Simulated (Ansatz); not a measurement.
Si(H)(Cl)(OH)(OMe) (CH₅ClO₂Si), SMILES CO[SiH](O)Cl.

Geometry optimised at B3LYP-D3(BJ)/def2-SVP. The structure was generated by enumeration, and PubChem lists no compound with its InChIKey, so it may never have been made. The values are those of a single conformer.

Two levels are set side by side: PBE/def2-SVPD (Ansatz, a first-principles code) and PBE0/def2-SVPD (Ansatz). Energy differences of separate SCF runs at the same geometry; the states with an electron removed or added have multiplicity 2 and 2. Differences are taken from unrounded values.

```tsv
quantity	PBE0
vertical ionisation energy (eV)	10.90
vertical singlet–triplet gap (eV)	7.70
```

### Question
What does PBE give, and how far is it from PBE0? (The exact figures need the calculation; the answer reports its results.)

### Answer

```tsv
quantity	PBE	PBE minus PBE0
vertical ionisation energy (eV)	10.35	-0.55
vertical singlet–triplet gap (eV)	7.04	-0.66
```
